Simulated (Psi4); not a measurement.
H₂BO₂, doublet, geometry from GFN2-xTB, with bond 5-3 at 1.3 times its length; Psi4 with CAM-B3LYP/6-31G*.

The Psi4 input:
```
memory 2 GB

molecule {
0 2
  O     1.13377266    0.12435186   -0.36781878
  B    -0.03360281   -0.52188624   -0.20573049
  O    -1.12795819   -0.03404720    0.40341739
  H     1.22824605    1.02526193   -0.02617740
  H    -1.10038462    1.13046568    0.88002806
}

set basis 6-31g*
set reference uks
set cholesky_tolerance 1e-6
set scf_type cd

energy('cam-b3lyp')
print_variables()
```

What the program printed (banner, timings and long lists left out):

```
   => Loading Basis Set <=

    Name: 6-31G*
    Role: ORBITAL
    Keyword: BASIS

Traceback (most recent call last):
  File "psi4", line 375, in <module>
  File "<string>", line 28, in <module>
  File "site-packages/psi4/driver/driver.py", line 533, in energy
  File "site-packages/psi4/driver/procrouting/proc.py", line 2760, in run_scf
  File "site-packages/psi4/driver/procrouting/proc.py", line 1939, in scf_helper
  File "site-packages/psi4/driver/procrouting/proc.py", line 1433, in scf_wavefunction_factory
  File "site-packages/psi4/driver/procrouting/proc.py", line 1397, in build_functional_and_disp
  File "site-packages/psi4/driver/procrouting/dft/superfunctionals.py", line 135, in build_superfunctional

psi4.driver.p4util.exceptions.ValidationError: SCF: SCF_TYPE (CD) not supported for range-separated functionals, plese use SCF_TYPE = 'DF' to automatically select the correct JK build.

Printing out the relevant lines from the Psithon --> Python processed input file:
    core.IO.set_default_namespace("")
    core.set_global_option("BASIS", "6-31g*")
    core.set_global_option("REFERENCE", "uks")
    core.set_global_option("CHOLESKY_TOLERANCE", 1e-6)
    core.set_global_option("SCF_TYPE", "cd")
--> energy('cam-b3lyp')
    print_variables()

!----------------------------------------------------------------------------------!
!                                                                                  !
!  SCF: SCF_TYPE (CD) not supported for range-separated functionals, plese use     !
!     SCF_TYPE = 'DF' to automatically select the correct JK build.                !
!                                                                                  !
!----------------------------------------------------------------------------------!
```

The input was rejected before any calculation.
